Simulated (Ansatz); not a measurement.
CHO2 (SMILES O=C=[OH+]), charge +1, singlet, geometry from GFN2-xTB; SVWN5/pcseg-1 run with Ansatz (a program for electronic structure).

The Ansatz input:
Ansatz 0.2 input:
```yaml
crystal:
  periodic: [false, false, false]
  atoms:
    - {symbol: O, position_ang: [1.21306943, -0.14410509, -0.06170642]}
    - {symbol: C, position_ang: [0.10887143, -0.00061822, -0.02177577]}
    - {symbol: O, position_ang: [-1.06740096, 0.07785148, 0.11883730]}
    - {symbol: H, position_ang: [-1.81857638, 0.53373819, -0.32639241]}
basis:
  gaussian:
    orbitals: pcseg-1.json
    fitting: {mean_field: def2-universal-JKFIT}
hamiltonian:
  xc: {name: SVWN5}
total_charge: 1
```
The basis file holds pcseg-1 in the JSON format of the Basis Set Exchange.

It wrote (shortened):

```
Functional definition: SVWN5
247 factors; integrals over basis functions are off by at most 1.3e-1 eV
mean field evaluation 1: about -5085.7695 eV, gradient 8.7e1 eV
mean field evaluation 2: about -5057.6782 eV, gradient 1.5e2 eV
mean field evaluation 4: about -5097.7948 eV, gradient 1.4e1 eV
mean field evaluation 8: about -5098.1277 eV, gradient 9.5e-2 eV
mean field -5098.12775435 eV, -187.3527393374 hartree, gradient 6.4e-5 eV, S^2 0.000000; 0 other end points of the search recorded, 0 dependent functions left out
reference -5098.12776871 eV, -187.3527398650 hartree; 11, 11 occupied and 36, 36 virtual orbitals, 247 factors
Total energy: -5098.12776871 eV, -187.3527398650 hartree
```
